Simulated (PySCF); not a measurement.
Geometry:
| atom | x (Å) | y (Å) | z (Å) |
| --- | --- | --- | --- |
| C1 | -1.750 | -0.428 | 1.236 |
| C2 | -1.004 | -0.699 | -0.073 |
| C3 | -1.775 | -0.129 | -1.265 |
| C4 | 0.388 | -0.125 | -0.019 |
| C5 | 0.616 | 1.239 | 0.141 |
| C6 | 1.920 | 1.702 | 0.182 |
| N7 | 2.980 | 0.919 | 0.077 |
| C8 | 2.769 | -0.377 | -0.075 |
| C9 | 1.506 | -0.945 | -0.128 |
| H10 | -1.189 | -0.822 | 2.081 |
| H11 | -1.893 | 0.639 | 1.385 |
| H12 | -2.727 | -0.905 | 1.216 |
| H13 | -0.921 | -1.784 | -0.204 |
| H14 | -1.915 | 0.944 | -1.157 |
| H15 | -2.755 | -0.597 | -1.337 |
| H16 | -1.234 | -0.314 | -2.191 |
| H17 | -0.204 | 1.934 | 0.232 |
| H18 | 2.131 | 2.757 | 0.305 |
| H19 | 3.658 | -0.989 | -0.156 |
| H20 | 1.394 | -2.012 | -0.253 |

How the numbers were obtained: shieldings: GIAO PBE0/pcSseg-1, GFN2-xTB structure, in PySCF (gas phase, non-relativistic, fast rotation and ring inversion assumed for equivalent nuclei, single conformer).

Q: Predict the 2D correlation tables (HSQC, COSY, HMBC).

A: 

HSQC (one-bond C–H):
```csv
δH,δC
8.89 (H18/H19),156.1 (C6/C8)
7.25 (H17/H20),126.5 (C5/C9)
2.64 (H13),40.1 (C2)
1.30 (H10/H11/H12/H14/H15/H16),26.7 (C1/C3)
```

COSY cross peaks (H two or three bonds apart, from the bond graph; peaks can be absent where the dihedral angle is near 90°):
```csv
δH,δH
8.89 (H18/H19),7.25 (H17/H20)
2.64 (H13),1.30 (H10/H11/H12/H14/H15/H16)
```

HMBC (two and three bonds, from the bond graph):
```csv
δH,δC
8.89 (H18/H19),"163.9 (C4), 156.1 (C6/C8), 126.5 (C5/C9)"
7.25 (H17/H20),"163.9 (C4), 156.1 (C6/C8), 126.5 (C5/C9), 40.1 (C2)"
2.64 (H13),"163.9 (C4), 126.5 (C5/C9), 26.7 (C1/C3)"
1.30 (H10/H11/H12/H14/H15/H16),"163.9 (C4), 40.1 (C2), 26.7 (C1/C3)"
```

Scale: TMS for ¹H, ¹³C (reference shieldings calculated alike).

Short H···H contacts in this conformer between protons four or more bonds apart (candidates for NOE cross peaks, intensity ∝ r⁻⁶): H13···H20 2.33 Å, H14···H17 2.42 Å.

Shifts are as computed. Against solution values, carbons near 30 ppm lie about +3 ppm off and those near 130 ppm about +5 ppm. Of 1211 compounds with measured shifts, 218 miss one by over three times the rms of a fit or turn the order of signals round; such compounds aren't used in these exercises.
